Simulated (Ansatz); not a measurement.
H2O (SMILES O), charge 0, multiplicity 1, relaxed at each level with Ansatz (a first-principles code); harmonic frequencies from differences of analytic forces, average atomic masses, frozen cores.

```json
[
 {"mode": "1", "r2SCAN/def2-TZVPP (cm⁻¹)": "1642", "B3LYP/def2-TZVPP (cm⁻¹)": "1633", "wB97X-V/def2-TZVPP (cm⁻¹)": "1637", "CCSD(T)/cc-pVDZ (cm⁻¹)": "1690", "CCSD(T)/cc-pVTZ (cm⁻¹)": "1669", "CCSD(T)/cc-pVQZ (cm⁻¹)": "(withheld)"},
 {"mode": "2", "r2SCAN/def2-TZVPP (cm⁻¹)": "3812", "B3LYP/def2-TZVPP (cm⁻¹)": "3810", "wB97X-V/def2-TZVPP (cm⁻¹)": "3862", "CCSD(T)/cc-pVDZ (cm⁻¹)": "3821", "CCSD(T)/cc-pVTZ (cm⁻¹)": "3841", "CCSD(T)/cc-pVQZ (cm⁻¹)": "(withheld)"},
 {"mode": "3", "r2SCAN/def2-TZVPP (cm⁻¹)": "3918", "B3LYP/def2-TZVPP (cm⁻¹)": "3913", "wB97X-V/def2-TZVPP (cm⁻¹)": "3964", "CCSD(T)/cc-pVDZ (cm⁻¹)": "3927", "CCSD(T)/cc-pVTZ (cm⁻¹)": "3945", "CCSD(T)/cc-pVQZ (cm⁻¹)": "(withheld)"}
]
```

Problem. Modes are in rising order at each level. What belongs in the gaps?

Solution. 
- 3, CCSD(T)/cc-pVQZ (cm⁻¹): 3951
- 1, CCSD(T)/cc-pVQZ (cm⁻¹): 1659
- 2, CCSD(T)/cc-pVQZ (cm⁻¹): 3844
